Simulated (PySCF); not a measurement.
# Cost of response and excited-state runs on trans-[Co(OH)2(NH3)4]+, [CoH$_{14}$N$_{4}$O$_{2}$]+, quintet, charge +1

Geometry:
```
atom   x (Å)   y (Å)   z (Å)
 Co1  -0.010   0.036   0.002
  O2   0.077  -0.107   1.778
  H3   0.240  -0.505   2.629
  O4  -0.064   0.103  -1.778
  H5  -0.032  -0.160  -2.694
  N6   2.361   0.079  -0.092
  H7   2.670  -0.110  -1.039
  H8   2.773  -0.610   0.527
  H9   2.716   0.988   0.180
 N10  -2.356   0.058   0.105
 H11  -2.647   0.506   0.967
 H12  -2.756  -0.873   0.085
 H13  -2.732   0.577  -0.681
 N14  -0.026   2.358   0.148
 H15  -0.962   2.739   0.068
 H16   0.538   2.762  -0.591
 H17   0.353   2.640   1.046
 N18  -0.029  -2.351  -0.146
 H19   0.907  -2.740  -0.166
 H20  -0.504  -2.640  -0.994
 H21  -0.517  -2.752   0.648
```

Total charge +1.

PySCF with density fitting, on 1 thread of an Arm Neoverse V1, shared host. Command: `OMP_NUM_THREADS=1 python excited_run.py task.json out`

Problem. How long does each of these runs take, and how much memory?
- open-shell absorption, BLYP/ANO-RCC-VDZP; 15 states; full response
- open-shell absorption, BP86/def2-SVP (def2-TZVP on Co); 15 states; full response; IEF-PCM acetone

Solution. 
```tsv
run	level	basis functions	wall time	peak memory (GiB)
open-shell absorption	BLYP/ANO-RCC-VDZP	188	8 min	0.55
open-shell absorption	BP86/def2-SVP (def2-TZVP on Co)	199	2.2 min	0.95
```
Times from a shared host are rough.
